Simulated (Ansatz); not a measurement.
Several settings on one geometry of the cluster SnAu₂ (that of the charge 0 singlet, B3LYP-D4/def2-TZVP). Ansatz on 4 threads of Arm Neoverse V2 on a shared host; times are rough.

```xyz
3

Au    0.499    1.181   -1.477
Au    0.164   -0.298    1.926
Sn   -0.663   -0.883   -0.449
```

Totals from different functionals, basis sets or treatments of relativity can't be compared as stabilities.

In the def2 sets Au, Sn take a core potential; there is no spin–orbit coupling.

The spins typed aren't always the lowest for that charge.

Question: Give the basis size and estimate the energy, ⟨S²⟩, dipole and time of these runs.

```tsv
run	method	charge	state	further keys
1	RKS ωPBEh/def2-mTZVPP	0	singlet	final_grid: {core_spheres: 5, valence_spheres: 4, degree: 11}; scf: {omitted_lower_state_checks: [starts]}; forces asked
2	RKS RPBE/def2-TZVPD	0	singlet	fitting: {mean_field: def2-universal-jkfit}; pseudopotentials: {relativity: none}; scf: {lower_state_search: full}; forces asked
3	UKS revPBE/def2-mTZVP	-1	doublet	pseudopotentials: {relativity: none}; scf: {omitted_lower_state_checks: [starts]}
```

Answer: 
```csv
run,functions,energy (Eh),⟨S²⟩,dipole (D),wall time
1,108,-485.8377,–,1.13,1.4 s
2,142,-486.1247,–,1.49,4 s
3,108,-486.1348,0.75,–,1.6 s
```

The highest occupied level of an anion often lies above zero with these methods, and sets without diffuse functions describe the outer electron poorly.
